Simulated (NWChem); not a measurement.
System: C$_{3}$H$_{7}$NSi; SMILES C(C)#C[SiH2]N

Here is an NWChem input.

```
start job
memory heap 200 mb stack 900 mb global 1100 mb
geometry units angstroms noautosym nocenter noautoz
  C      3.125386    -0.045574    -0.239845
  C      1.684398    -0.062836    -0.013195
  C      0.482391    -0.068476     0.179160
  Si    -1.314331    -0.115600     0.486023
  N     -2.168765     0.395189    -0.934983
  H      3.414540     0.787234    -0.892406
  H      3.669992     0.066753     0.705601
  H      3.465524    -0.975556    -0.711624
  H     -1.628856    -1.491964     0.976536
  H     -1.699870     0.839559     1.558519
  H     -2.055971    -0.114674    -1.803289
  H     -3.122251     0.722023    -0.832116
end
basis spherical
  C library pcsseg-1
  Si library pcsseg-1
  N library pcsseg-1
  H library pcsseg-1
end
dft
  xc xpbe96 cpbe96
  iterations 150
end
property
  shielding
end
task dft property
```

NWChem printed, in part:

```
             Northwest Computational Chemistry Package (NWChem) 7.3.0
             --------------------------------------------------------

                             Geometry "geometry" -> ""
                             -------------------------

 Output coordinates in angstroms (scale by  1.889725989 to convert to a.u.)

  No.       Tag          Charge          X              Y              Z
 ---- ---------------- ---------- -------------- -------------- --------------
    1 C                    6.0000     3.12538600    -0.04557400    -0.23984500
    2 C                    6.0000     1.68439800    -0.06283600    -0.01319500
    3 C                    6.0000     0.48239100    -0.06847600     0.17916000
    4 Si                  14.0000    -1.31433100    -0.11560000     0.48602300
    5 N                    7.0000    -2.16876500     0.39518900    -0.93498300
    6 H                    1.0000     3.41454000     0.78723400    -0.89240600
    7 H                    1.0000     3.66999200     0.06675300     0.70560100
    8 H                    1.0000     3.46552400    -0.97555600    -0.71162400
    9 H                    1.0000    -1.62885600    -1.49196400     0.97653600
   10 H                    1.0000    -1.69987000     0.83955900     1.55851900
   11 H                    1.0000    -2.05597100    -0.11467400    -1.80328900
   12 H                    1.0000    -3.12225100     0.72202300    -0.83211600

 Effective nuclear repulsion energy (a.u.)     193.3881797425

  pbe96 is a nonlocal functional; adding pw91lda local functional.
                              NWChem Property Module
                              ----------------------

  itol2e modified to match energy
  convergence criterion.

                                 NWChem DFT Module
                                 -----------------

 Summary of "ao basis" -> "ao basis" (spherical)
 ------------------------------------------------------------------------------
       Tag                 Description            Shells   Functions and Types
 ---------------- ------------------------------  ------  ---------------------
 C                          pcsseg-1                 7       17   3s3p1d
 Si                         pcsseg-1                10       24   4s5p1d
 N                          pcsseg-1                 7       17   3s3p1d
 H                          pcsseg-1                 3        5   2s1p

  itol2e modified to match energy
  convergence criterion.

[...]

          -----------------------------------------
          Chemical Shielding Tensors (GIAO, in ppm)
          -----------------------------------------

                                NWChem CPHF Module
                                ------------------

  scftype          =     RHF
  nclosed          =       23
  nopen            =        0
  variables        =     2392
  # of vectors     =        3
  tolerance        = 0.10D-03
  level shift      = 0.00D+00
  max iterations   =       50
  max subspace     =       30

 SCF residual:    1.1603871205633325E-004

Iterative solution of linear equations
  No. of variables     2392
  No. of equations        3
  Maximum subspace       30
        Iterations       50
       Convergence  1.0D-04

   iter   nsub   residual    time
   ----  ------  --------  ---------
     1      3    4.19D-05     100.6

      Atom:    1  C
        Diamagnetic
    259.6448      0.1821     -1.4743
      0.1821    249.5295     -0.0525
     -1.4743     -0.0525    249.6664

        Paramagnetic
    -66.2543      0.2506     -3.0753
      0.2506    -84.8327      0.3566
     -3.0753      0.3566    -84.4204

        Total Shielding Tensor
    193.3905      0.4327     -4.5496
      0.4327    164.6969      0.3041
     -4.5496      0.3041    165.2460

           isotropic =     174.4445
          anisotropy =      29.5022

          Principal Components and Axis System
                 1           2           3
              194.1126    164.9870    164.2337

      1         0.9877      0.0874      0.1293
      2         0.0129      0.7798     -0.6258
      3        -0.1555      0.6198      0.7692

      Atom:    2  C
        Diamagnetic
    287.9950      1.2004     -7.0225
      1.2004    254.6917     -0.2385
     -7.0225     -0.2385    256.6536

        Paramagnetic
    -38.1122      3.4631    -33.2772
      3.4631   -277.5278      4.6973
    -33.2772      4.6973   -269.8745

        Total Shielding Tensor
    249.8828      4.6634    -40.2997
      4.6634    -22.8361      4.4588
    -40.2997      4.4588    -13.2209

           isotropic =      71.2753
          anisotropy =     277.0468

          Principal Components and Axis System
                 1           2           3
              255.9731    -26.4879    -15.6594

      1         0.9889     -0.0966      0.1127
      2         0.0142      0.8172      0.5762
      3        -0.1478     -0.5682      0.8095

      Atom:    3  C
        Diamagnetic
    288.3356      1.2501     -9.3726
      1.2501    235.6365     -0.5098
     -9.3726     -0.5098    238.1136

        Paramagnetic
    -27.7095      0.2846    -28.3056
      0.2846   -223.6721     -4.3732
    -28.3056     -4.3732   -215.1550

        Total Shielding Tensor
    260.6261      1.5348    -37.6782
      1.5348     11.9644     -4.8829
    -37.6782     -4.8829     22.9586

           isotropic =      98.5164
          anisotropy =     251.9402

          Principal Components and Axis System
                 1           2           3
              266.4765     19.8082      9.2644

      1         0.9882      0.1366      0.0696
      2         0.0089     -0.5041      0.8636
      3        -0.1531      0.8528      0.4994

      Atom:    4  Si
        Diamagnetic
    885.4029     -1.2207      1.4252
     -1.2207    881.3460     -0.7095
      1.4252     -0.7095    884.6940

        Paramagnetic
   -484.2427      6.2300     39.1604
      6.2300   -509.1971     -9.8146
     39.1604     -9.8146   -456.9623

[...]
```

Level: PBE/pcSseg-1, GIAO. Coordinates come from a B3LYP/6-31G* (spherical d) optimisation. The printed shielding anisotropy is the first printed principal value minus the mean of the other two.
